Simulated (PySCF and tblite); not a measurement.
The numbers below are computed, except where a source is named.
System: C5H4ClNO, numbered as in [CH2:1]=[CH:2][c:3]1[cH:4][n:5][o:6][c:7]1[Cl:8].

Geometries: GFN2-xTB; energies: PBE0/pcSseg-1 + D3(BJ); zero-point and thermal terms from GFN2-xTB harmonic modes (soft modes blended into free rotors). Rate constants are transition-state-theory values, counting equivalent paths, without tunnelling. (PySCF 2.14 with density fitting, tblite 0.8.)

Q: What barrier does the rotation about the C3–C2 bond (torsion C4–C3–C2–C1 from 0° to 180°, rising) meet, and how fast is it at 298 K?

A: The electronic barrier is 4.3 kcal/mol and ΔG‡(298 K) 4.5 kcal/mol, over a C1 saddle with an imaginary mode of 98i cm⁻¹ (GFN2-xTB). With 2 equivalent paths, k is 6.6×10⁹ s⁻¹, a mean lifetime of the start of 150 ps against this motion. The end lies 1.2 kcal/mol above the start in free energy.
